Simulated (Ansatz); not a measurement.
Os3⁺. The state is a doublet with charge 1. Geometry r2SCAN-D4/def2-TZVP; atoms count from 1.

| atom | x (Å) | y (Å) | z (Å) |
| --- | --- | --- | --- |
| Os1 | 0.3799 | -1.3424 | -0.3357 |
| Os2 | -0.7315 | 0.0919 | 0.9889 |
| Os3 | 0.3517 | 1.2505 | -0.6532 |

In the def2 sets Os takes a core potential; there is no spin–orbit coupling. The charge 1 doublet is spin-contaminated (final ⟨S²⟩ up to 3.64, 0.75 for a pure state). At PBE0-D4/def2-TZVP a sextet of charge 1 lies 0.19 eV below the doublet, each at its own geometry. The structure comes from a short search, and lower isomers may exist.

(1) Estimate the Mulliken populations from the PBE0/def2-TZVP orbitals of Ansatz.

(2) Where does the spin sit?

(3) And the Mayer bond orders between heavy atoms (over 0.3)?

Results:

(1) 
```
atom  charge (e)  spin (α − β)  d electrons
 Os1        0.36          2.70         6.61
 Os2        0.23          0.99         6.67
 Os3        0.41         -2.68         6.64
```
Mulliken values depend strongly on the basis.

(2) Summed by element: Os 1.00, of 1 unpaired in all. Largest on single atoms: Os1 2.70, Os3 -2.68, Os2 0.99.

(3) Os1–Os2 2.36 (2.25 Å); Os1–Os3 0.99 (2.61 Å); Os2–Os3 1.99 (2.28 Å).
